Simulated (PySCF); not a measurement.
**Name the molecule from its bond curve**

A diatomic of charge 0 contains Se. Its singlet curve at PBE0 in a triple-zeta basis (scalar-relativistic core potentials, PySCF), in eV from the separated fragments:

```
R (Å)  E (eV)
1.440  -4.234
1.507  -5.231
1.574  -5.782
1.624  -5.976
1.674  -6.028
1.724  -5.969
1.791  -5.761
1.875  -5.354
1.975  -4.738
2.109  -3.814
```

The fit gives ωe = 1079 cm⁻¹ and the rotational constant Bₑ = 0.5792 cm⁻¹.

Question: Which atom is the partner?

Answer: The minimum lies at 1.670 Å, so the reduced mass is 16.8576 u Å² cm⁻¹/(Bₑ·Re²) = 10.44 u. With Se at 79.92 u the partner weighs about 12.0 u: C. The molecule is CSe.
